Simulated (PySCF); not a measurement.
F$_{2}$OTa (SMILES [O]=[Ta]([F])[F]), doublet, geometry from GFN2-xTB (such geometries of metal compounds can be far from the true shape) (the multiplicity is a formal guess) (core potentials on Ta); PBE0/def2-SVP (PySCF).

The PySCF input:
```python
from pyscf import gto, scf, dft

mol = gto.M(
    atom='''
Ta    0.004497   -0.001483   -0.000897
O     1.614449   -0.532308   -0.322242
F    -0.661223   -0.435282    1.640112
F    -0.810314    0.920470   -1.346395
''',
    basis='def2-svp',
    ecp={'Ta': 'def2-svp'},
    charge=0,
    spin=1,
    verbose=4,
    symmetry=True,
    symmetry_subgroup='Cs',
)

mf = dft.UKS(mol)
mf.xc = 'pbe0'
mf.kernel()
mf.analyze()
```

Output, abridged:

```
PySCF version 2.14.0

[INPUT] verbose = 4
[INPUT] num. atoms = 4
[INPUT] num. electrons = 39
[INPUT] charge = 0
[INPUT] spin (= nelec alpha-beta = 2S) = 1
[INPUT] symmetry True subgroup Cs
[INPUT] Mole.unit = angstrom
[INPUT] Symbol           X                Y                Z      unit          X                Y                Z       unit  Magmom
[...]
nuclear repulsion = 138.213194783847
point group symmetry = C2v, use subgroup Cs
symmetry origin: [ 7.63525707e-07 -5.91732423e-07  6.87173136e-07]
symmetry axis x: [-0.93309259  0.30765476  0.18624385]
symmetry axis y: [ 0.04540984 -0.41293392  0.90962823]
symmetry axis z: [0.35675786 0.85722467 0.37133503]
num. orbitals of irrep A' = 52
num. orbitals of irrep A" = 22
number of shells = 30
number of NR pGTOs = 129
number of NR cGTOs = 74
basis = def2-svp
ecp = {'Ta': 'def2-svp'}

******** <class 'pyscf.dft.uks_symm.SymAdaptedUKS'> ********
method = SymAdaptedUKS
initial guess = minao
damping factor = 0
level_shift factor = 0
DIIS = <class 'pyscf.scf.diis.CDIIS'>
diis_start_cycle = 1
diis_space = 8
diis_damp = 0
SCF conv_tol = 1e-09
SCF conv_tol_grad = None
SCF max_cycles = 50
direct_scf = True
direct_scf_tol = 1e-13
number electrons alpha = 20  beta = 19
XC library pyscf.dft.libxc version 7.1.2
    S. Lehtola, C. Steigemann, M. J. T. Oliveira, and M. A. L. Marques,  SoftwareX 7, 1–5 (2018)
XC functionals = pbe0
    C. Adamo and V. Barone,  J. Chem. Phys. 110, 6158 (1999)
    M. Ernzerhof and G. E. Scuseria,  J. Chem. Phys. 110, 5029 (1999)
radial grids:
    Treutler-Ahlrichs [JCP 102, 346 (1995); DOI:10.1063/1.469408] (M4) radial grids

becke partition: Becke, JCP 88, 2547 (1988); DOI:10.1063/1.454033
pruning grids: <function nwchem_prune>
grids dens level: 3
symmetrized grids: True
atomic radii adjust function: <function treutler_atomic_radii_adjust>
small_rho_cutoff = 0
Freeze 0 electrons in irreps []
    39 free electrons in irreps A' A"
Set gradient conv threshold to 3.16228e-05
tot grids = 66616
init E= -318.679776368578

cycle= 1 E= -331.435796207739  delta_E= -12.8  |g|= 0.631  |ddm|= 5.52
cycle= 2 E= -331.026578034056  delta_E= 0.409  |g|=  1.2  |ddm|= 1.25
cycle= 3 E= -331.52224054683  delta_E= -0.496  |g|= 0.384  |ddm|= 0.949
cycle= 4 E= -331.587372143749  delta_E= -0.0651  |g|= 0.0641  |ddm|= 0.367
cycle= 5 E= -331.588186120649  delta_E= -0.000814  |g|= 0.0402  |ddm|= 0.0672
cycle= 6 E= -331.588815943362  delta_E= -0.00063  |g|= 0.00525  |ddm|= 0.0339
cycle= 7 E= -331.588833218099  delta_E= -1.73e-05  |g|= 0.00153  |ddm|= 0.00507
cycle= 8 E= -331.58883851846  delta_E= -5.3e-06  |g|= 0.000729  |ddm|= 0.00431
cycle= 9 E= -331.588839884409  delta_E= -1.37e-06  |g|= 0.000128  |ddm|= 0.00291
cycle= 10 E= -331.588839924107  delta_E= -3.97e-08  |g|= 4.8e-05  |ddm|= 0.000495
cycle= 11 E= -331.58883992636  delta_E= -2.25e-09  |g|= 1.71e-05  |ddm|= 8.25e-05
cycle= 12 E= -331.588839926679  delta_E= -3.2e-10  |g|= 3.7e-06  |ddm|= 3.65e-05
Extra cycle  E= -331.588839926667  delta_E= 1.21e-11  |g|= 7.43e-06  |ddm|= 7.96e-06
converged SCF energy = -331.588839926667  <S^2> = 0.75511501  2S+1 = 2.0051085
**** SCF Summaries ****
Total Energy =                        -331.588839926667447
Nuclear Repulsion Energy =             138.213194783846831
One-electron Energy =                 -752.543061642178145
Two-electron Energy =                  282.741026931663896
Two-electron Coulomb Energy =          318.737190778513309
DFT Exchange-Correlation Energy =      -35.996163846849399
Wave-function symmetry = A'
alpha occupancy for each irrep:     A'   A"
                                    16    4
beta  occupancy for each irrep:     A'   A"
                                    15    4
**** MO energy ****
alpha MO #1 (A' #1), energy= -24.7949331240413 occ= 1
alpha MO #2 (A' #2), energy= -24.7949215723553 occ= 1
alpha MO #3 (A' #3), energy= -19.2109598524442 occ= 1
alpha MO #4 (A' #4), energy= -2.82892365643334 occ= 1
alpha MO #5 (A' #5), energy= -1.59541780664283 occ= 1
[...]
beta  MO #5 (A' #5), energy= -1.5831829896779 occ= 1
beta  MO #6 (A' #6), energy= -1.57337397439551 occ= 1
beta  MO #7 (A" #1), energy= -1.53186695321406 occ= 1
beta  MO #8 (A' #7), energy= -1.20460147506599 occ= 1
beta  MO #9 (A' #8), energy= -1.17091778041565 occ= 1
beta  MO #10 (A' #9), energy= -0.90775296369949 occ= 1
beta  MO #11 (A' #10), energy= -0.529602293998793 occ= 1
beta  MO #12 (A' #11), energy= -0.512986223153034 occ= 1
beta  MO #13 (A" #2), energy= -0.494382349519506 occ= 1
beta  MO #14 (A' #12), energy= -0.484647950267977 occ= 1
beta  MO #15 (A" #3), energy= -0.478115346830925 occ= 1
beta  MO #16 (A' #13), energy= -0.4653657730166 occ= 1
beta  MO #17 (A" #4), energy= -0.369375149546565 occ= 1
beta  MO #18 (A' #14), energy= -0.365660753806861 occ= 1
beta  MO #19 (A' #15), energy= -0.349636559170195 occ= 1
beta  MO #20 (A' #16), energy= -0.120644670918821 occ= 0
beta  MO #21 (A" #5), energy= -0.0647334539693598 occ= 0
beta  MO #22 (A" #6), energy= -0.0380615006760103 occ= 0
beta  MO #23 (A' #17), energy= 0.0163426053881925 occ= 0
beta  MO #24 (A" #7), energy= 0.0256995852328141 occ= 0
beta  MO #25 (A' #18), energy= 0.0397511526983284 occ= 0
beta  MO #26 (A' #19), energy= 0.0533055293633172 occ= 0
beta  MO #27 (A' #20), energy= 0.067052185776188 occ= 0
beta  MO #28 (A' #21), energy= 0.106239483461856 occ= 0
beta  MO #29 (A' #22), energy= 0.189108939539437 occ= 0
beta  MO #30 (A" #8), energy= 0.223823902568524 occ= 0
beta  MO #31 (A" #9), energy= 0.22934066218674 occ= 0
beta  MO #32 (A' #23), energy= 0.260118296622658 occ= 0
beta  MO #33 (A' #24), energy= 0.261573551506576 occ= 0
beta  MO #34 (A' #25), energy= 0.285862262576526 occ= 0
beta  MO #35 (A" #10), energy= 0.618477854511313 occ= 0
beta  MO #36 (A' #26), energy= 0.721679199964223 occ= 0
beta  MO #37 (A' #27), energy= 0.728400728169172 occ= 0
beta  MO #38 (A" #11), energy= 0.853390327557215 occ= 0
beta  MO #39 (A" #12), energy= 0.880666401387477 occ= 0
beta  MO #40 (A" #13), energy= 0.91963533756017 occ= 0
beta  MO #41 (A' #28), energy= 0.93520342183632 occ= 0
beta  MO #42 (A' #29), energy= 0.972482085947863 occ= 0
beta  MO #43 (A' #30), energy= 1.02092099560403 occ= 0
beta  MO #44 (A' #31), energy= 1.06395076269837 occ= 0
beta  MO #45 (A' #32), energy= 1.0967289035161 occ= 0
beta  MO #46 (A" #14), energy= 1.11741672651742 occ= 0
beta  MO #47 (A' #33), energy= 1.16666727700141 occ= 0
beta  MO #48 (A' #34), energy= 1.28581620693171 occ= 0
beta  MO #49 (A" #15), energy= 1.30505511786943 occ= 0
beta  MO #50 (A' #35), energy= 1.32241160553769 occ= 0
beta  MO #51 (A" #16), energy= 1.34460809984547 occ= 0
beta  MO #52 (A' #36), energy= 1.37880837403222 occ= 0
beta  MO #53 (A' #37), energy= 1.42442493221242 occ= 0
beta  MO #54 (A' #38), energy= 1.42572337668407 occ= 0
beta  MO #55 (A' #39), energy= 1.46504464588352 occ= 0
beta  MO #56 (A' #40), energy= 1.72424786666588 occ= 0
beta  MO #57 (A' #41), energy= 1.82627136798981 occ= 0
beta  MO #58 (A" #17), energy= 2.65263444462384 occ= 0
beta  MO #59 (A' #42), energy= 2.66050127568036 occ= 0
beta  MO #60 (A' #43), energy= 2.83472920147792 occ= 0
beta  MO #61 (A" #18), energy= 2.85689858957711 occ= 0
beta  MO #62 (A" #19), energy= 3.03934350826636 occ= 0
beta  MO #63 (A' #44), energy= 3.04976236718839 occ= 0
beta  MO #64 (A' #45), energy= 3.05414573863876 occ= 0
beta  MO #65 (A" #20), energy= 3.05740350187898 occ= 0
beta  MO #66 (A' #46), energy= 3.06357791121098 occ= 0
beta  MO #67 (A" #21), energy= 3.14777617470571 occ= 0
beta  MO #68 (A" #22), energy= 3.21025000026601 occ= 0
beta  MO #69 (A' #47), energy= 3.22955259531408 occ= 0
beta  MO #70 (A' #48), energy= 3.3283442048631 occ= 0
beta  MO #71 (A' #49), energy= 3.48132963742544 occ= 0
beta  MO #72 (A' #50), energy= 3.52155470513939 occ= 0
beta  MO #73 (A' #51), energy= 70.1494528209218 occ= 0
beta  MO #74 (A' #52), energy= 642.888382161711 occ= 0
In total            20.00000 | 19.00000
Dipole moment(X, Y, Z, Debye): -2.11556,  0.69753,  0.42228
```
